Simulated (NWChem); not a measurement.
Species: C2H6FNSi; SMILES C/C=N/[SiH2]F

```xyz
11

C     -0.1855     2.7662     0.0000
C     -0.3702     1.2756     0.0005
N      0.6018     0.4559    -0.0007
Si     0.5335    -1.2702     0.0002
F     -0.9862    -1.8357    -0.0003
H     -0.6760     3.2084     0.8776
H      0.8763     3.0228     0.0040
H     -0.6681     3.2063    -0.8832
H     -1.4220     0.9403     0.0016
H      1.2087    -1.7570     1.2255
H      1.2103    -1.7585    -1.2236
```
Atoms are numbered in this order, from 1.

All runs: NWChem. Pople sets run with spherical d functions. Structure relaxed at the B3LYP/6-31G* (spherical d) level. Ions are spin-unrestricted doublets at the neutral geometry; other ion states weren't tried.

```json
[
 {"level": "B3LYP/6-31G*", "vertical ionisation energy, ΔSCF (eV)": "9.39", "−ε(HOMO) (eV)": "6.91", "ΔSCF minus −ε(HOMO) (eV)": "2.48"},
 {"level": "r2SCAN/6-31G*", "vertical ionisation energy, ΔSCF (eV)": "9.27", "−ε(HOMO) (eV)": "6.03", "ΔSCF minus −ε(HOMO) (eV)": "3.24"},
 {"level": "LDA (Slater exchange, VWN5)/6-31G*", "vertical ionisation energy, ΔSCF (eV)": "9.39", "−ε(HOMO) (eV)": "5.81", "ΔSCF minus −ε(HOMO) (eV)": "3.58"},
 {"level": "CAM-B3LYP/6-31G*", "vertical ionisation energy, ΔSCF (eV)": "9.45", "−ε(HOMO) (eV)": "8.56", "ΔSCF minus −ε(HOMO) (eV)": "0.89"}
]
```
